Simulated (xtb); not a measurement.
lithium fluoride (FLi), singlet, geometry from GFN2-xTB (such geometries of metal compounds can be far from the true shape). Base run: GFN2-xTB run with xtb.

Input for xtb:
```
$ xtb mol.xyz --gfn 2 --json

# file mol.xyz
2

Li    -0.00000000    -0.00000000    -1.14043347
F      0.00000000     0.00000000     0.38014449
```

Variants of this job, named by their change:

| change | ΔE vs base (kcal/mol) | HOMO-LUMO gap (eV) | dipole (D) | G_solv (kcal/mol) | SCF cycles |
|---|---|---|---|---|---|
| base | 0.000 | 5.17 | 6.06 | - | 9 |
| gbsa = thf | -13.67 | 5.84 | 6.33 | -14.59 | 9 |
| etemp = 1000 | 0.000 | 5.17 | 6.06 | - | 9 |
| alpb = chcl3 | -14.15 | 5.90 | 6.35 | -15.23 | 9 |
| acc = 0.1 | 0.000 | 5.17 | 6.06 | - | 11 |
| etemp = 5000 | -0.165 | 5.21 | 5.99 | - | 9 |
| acc = 1000 | 0.000 | 5.15 | 6.05 | - | 4 |
| file = coord | 0.000 | 5.17 | 6.06 | - | 9 |
| acc = 30 | 0.000 | 5.17 | 6.06 | - | 7 |

ALPB and GBSA are two models with their own fitted parameters for each solvent, which aren't always the measured dielectric constant.
